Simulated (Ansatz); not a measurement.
`NC[SiH2]N` + `C[SiH](N)BF` → `NC[SiH2]BF` + `C[SiH](N)N`  (redistribution)

Computed with Ansatz on PBE0-D4/def2-TZVP structures; ΔE is electronic, products minus reactants. CBS: MP2 limit from def2 TZ/QZ plus the TZ coupled-cluster correction, frozen cores. DFT in def2-TZVPP. B3LYP here is the variant with VWN-RPA as its local correlation; programs differ in this. Each species was taken in one conformer, which may not be the lowest.

Problem. Is it downhill or uphill in electronic energy at CCSD(T)/CBS, and by how much? (Estimate.)

Solution. Ansatz gave: Downhill: ΔE = -4.8 kcal/mol.

Problem. What do these levels give: PBE-D4, B3LYP-D4, ωB97X-V, B2PLYP, r2SCAN, SCS-MP2/def2-TZVPP, CCSD/def2-TZVPP, CCSD(T)/def2-TZVPP, SCS-MP2/def2-QZVPP, HF/CBS(def2), MP2/CBS(def2), CCSD/CBS(def2)? (Best estimate.)

Solution. Computed: PBE-D4 -4.6, B3LYP-D4 -4.4, ωB97X-V -4.4, B2PLYP -4.6, r2SCAN -5.0, SCS-MP2/def2-TZVPP -4.3, CCSD/def2-TZVPP -4.6, CCSD(T)/def2-TZVPP -4.6, SCS-MP2/def2-QZVPP -4.4, HF/CBS(def2) -4.6, MP2/CBS(def2) -4.6, CCSD/CBS(def2) -4.8 kcal/mol.

Largest T1 diagnostic among the species: 0.012.
